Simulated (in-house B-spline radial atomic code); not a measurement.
A fraction x of an electron is added to 3d in V, starting from [Ar] 3d3 4s2 and keeping the highest spin. Level of theory: scalar-relativistic (X2C) CAM-B3LYP, spin-polarised, spherical fractional occupations, Fermi nucleus of rms radius 3.6002 fm; calculated with a B-spline radial code for spherical atoms.

Caution: exact exchange at fractional occupations of open shells leaves self-interaction of up to several eV.

```tsv
x	E(x) - E(0) (eV)	3d up level (eV)
0	0.0000	-6.682
0.1	-0.6225	-5.775
0.2	-1.1562	-4.906
0.3	-1.6051	-4.077
0.4	?	?
0.5	-2.2647	-2.549
0.6	?	?
0.7	-2.6372	-1.210
0.8	-2.7283	-0.623
```

(1) What belongs in the row x = 0.4?

(2) What belongs in the row x = 0.6?

(3) Check Janak's theorem between x = 0.1 and 0.2.

## Answers

(1) An energy change of -1.9731 eV; 3d up at -3.291 eV.

(2) An energy change of -2.4844 eV; 3d up at -1.854 eV.

(3) The slope of the energy is -5.34 eV; the orbital levels give -5.34 eV (ε of the filling orbital, averaged over the two points).
